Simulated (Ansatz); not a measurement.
Consider the atomization: `O=C(O)c1ccc2ccccc2c1` → 11 C• + 8 H• + 2 O•.

Calculated with Ansatz (gas phase, PBE0-D4/def2-TZVP geometries, no zero-point term in ΔE). CCSD(T)/CBS is the MP2 limit (def2-TZVPP, def2-QZVPP) plus CCSD(T) − MP2 in def2-TZVPP, frozen cores. This one scheme is used for every species, atoms too. For atomizations the MP2-based limit and the directly extrapolated one differ by several kJ/mol either way, and by 10 to 25 for some Ge, Se and Sn compounds, so smaller differences from it don't rank the levels. DFT in def2-TZVPP. B3LYP here is the variant with VWN-RPA as its local correlation; programs differ in this. HSE06 is defined as in plane-wave codes. No spin–orbit coupling; open shells (•) take unrestricted orbitals. Spin–orbit coupling would lower the free atoms: a little for C, O. One conformer a species, not always the lowest.

Problem. What is ΔE at CCSD(T)/CBS? (Estimate.)

Solution. Computed: +110.25 eV.

Problem. What do these levels give: LDA (SPW92), B97M-V, ωB97M-V, PBE, B3LYP, HSE06, BHLYP, CAM-B3LYP, CCSD(T)/def2-SVP, SCS-MP2/def2-TZVPP, MP2/def2-QZVPP, CCSD/CBS(def2)? (Best estimate.)

Solution. Computed: LDA (SPW92) 129.65, B97M-V 111.31, ωB97M-V 110.95, PBE 114.93, B3LYP 109.71, HSE06 112.35, BHLYP 105.84, CAM-B3LYP 110.49, CCSD(T)/def2-SVP 106.51, SCS-MP2/def2-TZVPP 109.38, MP2/def2-QZVPP 113.21, CCSD/CBS(def2) 107.82 eV.

Largest T1 diagnostic among the species: 0.013.

Leaving LDA and LC-ωPBE aside and taking each functional with its dispersion term where it has one, the values, not all of them listed here, spread over 8.99 eV, from BHLYP-D4 to PBE-D4. LDA lies +14.72 eV from PBE without D4, its usual overbinding. The D4 term adds +1.15 eV with B3LYP and +0.62 eV with PBE0; it sums over pairs of atoms, weighted by their polarisabilities, and B3LYP, whose exchange is more repulsive, gets the larger term.
